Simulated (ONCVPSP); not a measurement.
## Pseudopotential generation for Ni: ONCV, LDA (Perdew-Zunger), scalar-relativistic.

ONCVPSP 4.0.1 was run on this input:

```
# ATOM AND REFERENCE CONFIGURATION
# atsym  z   nc   nv     iexc    psfile
  Ni 28.00    3    4        3      upf
#
#   n    l    f
    1    0    2.00
    2    0    2.00
    2    1    6.00
    3    0    2.00
    3    1    6.00
    3    2    8.00
    4    0    2.00
#
# PSEUDOPOTENTIAL AND OPTIMIZATION
# lmax
    2
#
#   l,   rc,      ep,       ncon, nbas, qcut
    0    1.40    0.00    3    7    9.10
    1    0.75    0.00    4    8   10.40
    2    1.50    0.00    4    8   10.30
#
# LOCAL POTENTIAL
# lloc, lpopt,  rc(5),   dvloc0
    4    5    0.55    0.00
#
# VANDERBILT-KLEINMAN-BYLANDER PROJECTORs
# l, nproj, debl
    0    3    3.80
    1    1    2.60
    2    2    2.10
#
# MODEL CORE CHARGE
# icmod, fcfact, rcfact
    1    0.65    0.00
#
# LOG DERIVATIVE ANALYSIS
# epsh1, epsh2, depsh
   -6.00    5.00    0.04
#
# OUTPUT GRID
# rlmax, drl
    6.00    0.01
#
# TEST CONFIGURATIONS
# ncnf
    4
# nvcnf
#   n    l    f
    4
    3    0    2.00
    3    1    6.00
    3    2    8.00
    4    0    1.00
#
    4
    3    0    2.00
    3    1    6.00
    3    2    8.00
    4    0    0.00
#
    4
    3    0    2.00
    3    1    6.00
    3    2    7.00
    4    0    0.00
#
    4
    3    0    2.00
    3    1    6.00
    3    2    7.00
    4    0    2.00
#
```

Command:

```bash
oncvpsp.x < Ni.dat > Ni.out
```

The program printed (shortened: citation, most of the input echo, consistency checks and plot data are left out):

```
ONCVPSP  (Optimized Norm-Conservinng Vanderbilt PSeudopotential)
scalar-relativistic version 4.0.1

#   n    l    f        energy (Ha)
    1    0    2.00    -3.0116582E+02
    2    0    2.00    -3.6008484E+01
    2    1    6.00    -3.1022567E+01
    3    0    2.00    -4.0607354E+00
    3    1    6.00    -2.6186387E+00
    3    2    8.00    -3.3581159E-01
    4    0    2.00    -2.1557293E-01

Reference configufation results
  iterations    33
  all-electron total energy (Ha)   -1.51805612D+03

Begin loop to  construct optimized pseudo wave functions
and semi-local pseudopoentials for all angular momenta

   Wellstate for l =  0  n =  6
     eigenvalue =   3.5844
     asymptotic potential =   4.0844
     half-point radius =  3.0909

Calculating optimized projector #   1

 for l=   0

    Fraction of norm inside rc  0.975065
    Optimizing pswf for qcut=   9.09 a_B^-1,  ecut=  41.31 Ha
    Residual kinetic energy error=  3.39D-07 Ha

    Energy error per electron        Cutoff
         Ha          eV             Ha
         0.01000     0.27211       11.41
         0.00100     0.02721       14.83
         0.00010     0.00272       27.82
         0.00001     0.00027       33.63

Calculating optimized projector #   2

 for l=   0

    Fraction of norm inside rc  0.061821
    Optimizing pswf for qcut=   9.09 a_B^-1,  ecut=  41.31 Ha
    Residual kinetic energy error=  4.48D-07 Ha

    Energy error per electron        Cutoff
         Ha          eV             Ha
         0.01000     0.27211        8.30
         0.00100     0.02721       12.24
         0.00010     0.00272       27.71
         0.00001     0.00027       34.23

Calculating optimized projector #   3

 for l=   0

    Fraction of norm inside rc  0.088500
    Optimizing pswf for qcut=   9.09 a_B^-1,  ecut=  41.31 Ha
    Residual kinetic energy error=  6.35D-06 Ha

    Energy error per electron        Cutoff
         Ha          eV             Ha
         0.01000     0.27211       10.72
         0.00100     0.02721       26.49
         0.00010     0.00272       34.45
         0.00001     0.00027       40.19

Calculating optimized projector #   1

 for l=   1

    Fraction of norm inside rc  0.518665
    Optimizing pswf for qcut=  10.42 a_B^-1,  ecut=  54.25 Ha
    Residual kinetic energy error=  1.78D-03 Ha

    Energy error per electron        Cutoff
         Ha          eV             Ha
         0.01000     0.27211       30.56
         0.00100     0.02721       95.92
         0.00010     0.00272      331.01
         0.00001     0.00027      385.82

   Wellstate for l =  2  n =  5
     eigenvalue =   1.7642
     asymptotic potential =   2.2642
     half-point radius =  3.8048

Calculating optimized projector #   1

 for l=   2

    Fraction of norm inside rc  0.835089
    Optimizing pswf for qcut=  10.30 a_B^-1,  ecut=  53.01 Ha
    Residual kinetic energy error=  9.59D-06 Ha

    Energy error per electron        Cutoff
         Ha          eV             Ha
         0.01000     0.27211       37.21
         0.00100     0.02721       43.47
         0.00010     0.00272       48.25
         0.00001     0.00027       54.17

Calculating optimized projector #   2

 for l=   2

    Fraction of norm inside rc  0.087339
    Optimizing pswf for qcut=  10.30 a_B^-1,  ecut=  53.01 Ha
    Residual kinetic energy error=  3.21D-05 Ha

    Energy error per electron        Cutoff
         Ha          eV             Ha
         0.01000     0.27211       36.34
         0.00100     0.02721       44.13
         0.00010     0.00272       50.15
         0.00001     0.00027       74.57

Construct Vanderbilt / Kleinmman-Bylander projectors

B matrix Hermiticity error, ll=   0
   1   2    4.1532E-04
   1   3    9.0264E-04
   2   3   -1.5584E-04

  Orthonormal projector coefficients  3.0426E+01  5.2472E+00  5.4750E-01

B matrix Hermiticity error, ll=   2
   1   2   -1.9459E-04

  Orthonormal projector coefficients -9.5187E+00 -4.2148E+00

Model core correction analysis
  based on d2Exc/dn_idn_j

d2excae - all-electron derivatives

   -4.134696D-02   -3.872575D-02   -2.888060D-02   -1.858728D-03
   -3.872581D-02   -3.718276D-02   -2.811648D-02   -1.935402D-03
   -2.888071D-02   -2.811655D-02   -2.415035D-02   -2.039885D-03
   -1.858786D-03   -1.935517D-03   -2.040136D-03   -5.561173D-04

d2excps - pseudofunction derivatives with no core correction

   -5.417227D-02   -4.331448D-02   -2.859287D-02   -2.819553D-03
   -4.331545D-02   -4.084530D-02   -3.014484D-02   -2.216553D-03
   -2.859339D-02   -3.014528D-02   -2.624887D-02   -1.876291D-03
   -2.819870D-03   -2.216596D-03   -1.876167D-03   -6.168052D-04

rms 2nd derivative error    3.831493E-03

Polynomial model core charge

d2excps - pseudofunction derivatives with core correction

   -3.887736D-02   -3.693856D-02   -2.695360D-02   -1.869112D-03
   -3.693854D-02   -3.732967D-02   -2.904993D-02   -1.837455D-03
   -2.695386D-02   -2.905030D-02   -2.583853D-02   -1.784031D-03
   -1.869137D-03   -1.837478D-03   -1.783907D-03   -5.573259D-04

rms 2nd derivative error    1.241940E-03

Pseudoatom total energy -165.862075

Diagnostic tests using Vanderbilt-Kleinman-Bylander pseudopotentials
  1 or more projectors used as specified by nproj input data

   l    rcore       rmatch      e in        delta e   norm test  slope test

   0   1.4009017   1.4434361  -4.0607354   0.0000076   1.0002401   1.0002146
   0   1.4009017   1.4434361  -0.2155729   0.0000056   1.0000434   1.0000216
   0   1.4009017   1.4434361   3.5844271   0.0000817   1.0003300   1.0003300

   1   0.7519997   0.7748320  -2.6186387  -0.0000961   0.9999973   1.0000826

   2   1.5051626   1.5508626  -0.3358116  -0.0000030   1.0001178   1.0001275
   2   1.5051626   1.5508626   1.7641884   0.0000361   1.0002101   1.0002101

 Testing for bound ghosts
   n   l    E NL Schr. Eq   E Basis Diag.   E Cutoff

   1   0       -4.060728       -4.060726    134.91
   2   0       -0.215567       -0.126003    134.91

   2   1       -2.618735       -2.606894    391.66

   3   2       -0.335815       -0.334397    152.23

 Testing for highly-localized positive-energy ghosts
       l    <radius>/rc     E Basis Diag.   E Cutoff

       0        0.510691       15.542401    134.91  WARNING - GHOST(+)

Test configuration 0

   n   l     f        eae           eps        diff
   1   0  2.0000 -301.16582000
   2   0  2.0000  -36.00848393
   2   1  6.0000  -31.02256748
   3   0  2.0000   -4.06073541   -4.06072780    7.61D-06
   3   1  6.0000   -2.61863868   -2.61873479   -9.61D-05
   3   2  8.0000   -0.33581159   -0.33581461   -3.02D-06
   4   0  2.0000   -0.21557293   -0.21556730    5.64D-06

    Total energies and differences
      AE_ref= -1.51805612D+03  AE_tst= -1.51805612D+03  dif=  0.00D+00
      PS_ref= -1.65862075D+02  PS_tst= -1.65862075D+02  dif=  3.69D-13
      PSP excitation error= -3.69D-13

Test configuration 1

   n   l     f        eae           eps        diff
   1   0  2.0000 -301.50534116
   2   0  2.0000  -36.34081074
   2   1  6.0000  -31.35551859
   3   0  2.0000   -4.39845196   -4.39937453   -9.23D-04
   3   1  6.0000   -2.95674424   -2.95715000   -4.06D-04
   3   2  8.0000   -0.67107991   -0.67168132   -6.01D-04
   4   0  1.0000   -0.49657361   -0.49643590    1.38D-04

    Total energies and differences
      AE_ref= -1.51805612D+03  AE_tst= -1.51770330D+03  dif=  3.53D-01
      PS_ref= -1.65862075D+02  PS_tst= -1.65509284D+02  dif=  3.53D-01
      PSP excitation error=  2.95D-05

Test configuration 2

   n   l     f        eae           eps        diff
   1   0  2.0000 -301.89883254
   2   0  2.0000  -36.72305522
   2   1  6.0000  -31.73873544
   3   0  2.0000   -4.78748240   -4.79025577   -2.77D-03
   3   1  6.0000   -3.34604564   -3.34721014   -1.16D-03
   3   2  8.0000   -1.05495113   -1.05656530   -1.61D-03

    Total energies and differences
      AE_ref= -1.51805612D+03  AE_tst= -1.51705432D+03  dif=  1.00D+00
      PS_ref= -1.65862075D+02  PS_tst= -1.64860499D+02  dif=  1.00D+00
      PSP excitation error=  2.17D-04

Test configuration 3

   n   l     f        eae           eps        diff
   1   0  2.0000 -302.65057524
   2   0  2.0000  -37.49552245
   2   1  6.0000  -32.50914165
   3   0  2.0000   -5.51503830   -5.51700785   -1.97D-03
   3   1  6.0000   -4.06561885   -4.06548910    1.30D-04
   3   2  7.0000   -1.74135073   -1.73657204    4.78D-03

    Total energies and differences
      AE_ref= -1.51805612D+03  AE_tst= -1.51566527D+03  dif=  2.39D+00
      PS_ref= -1.65862075D+02  PS_tst= -1.63472126D+02  dif=  2.39D+00
      PSP excitation error=  9.01D-04

Test configuration 4

   n   l     f        eae           eps        diff
   1   0  2.0000 -301.77061250
   2   0  2.0000  -36.63750530
   2   1  6.0000  -31.64920860
   3   0  2.0000   -4.65370917   -4.65065311    3.06D-03
   3   1  6.0000   -3.20517837   -3.20285328    2.33D-03
   3   2  7.0000   -0.89313911   -0.88700646    6.13D-03
   4   0  2.0000   -0.56138296   -0.56185868   -4.76D-04

    Total energies and differences
      AE_ref= -1.51805612D+03  AE_tst= -1.51745320D+03  dif=  6.03D-01
      PS_ref= -1.65862075D+02  PS_tst= -1.65261507D+02  dif=  6.01D-01
      PSP excitation error=  2.35D-03
```

The run took about 2.3 s on one core of a shared server CPU.
